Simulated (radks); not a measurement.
Results of a calculation; reference values are marked as such.
Problem. The xenon ion Xe25+, configuration [Ar] 3d9 4s1 4f1 (not the ground configuration). Level of theory: Dirac Kohn-Sham, PBE, spin-unpolarised, spherical densities, point nucleus; open shells fill j = l - 1/2 first (a radial shooting solver on a logarithmic mesh with Libxc functionals). Some entries of the table are withheld. Estimate them.

orbital  occ.  eigenvalue (hartree)  <r^2> (bohr^2)  r(max) (bohr)
1s1/2       2                   (1)       0.0009634        0.01715
2s1/2       2             -227.5784         0.01535        0.09698
2p1/2       2             -215.8914         0.01132        0.07428
2p3/2       4             -203.8980         0.01259        0.07914
3s1/2       2             -68.92051          0.1025            (2)
3p1/2       2             -64.11196         0.09654         0.2617
3p3/2       4             -61.70692          0.1036         0.2720
3d3/2       4             -53.42668         0.08417         0.2186
3d5/2       5             -52.90294         0.08613         0.2215
4s1/2       1             -31.34528          0.4315         0.6055
4f5/2       1             -22.03408             (3)         0.5394
4f7/2       0             -22.00068             (4)         0.5409

Solution. 
(1) 1s1/2 eigenvalue (hartree): -1294.280
(2) 3s1/2 r(max) (bohr): 0.2757
(3) 4f5/2 <r^2> (bohr^2): 0.4283
(4) 4f7/2 <r^2> (bohr^2): 0.4303
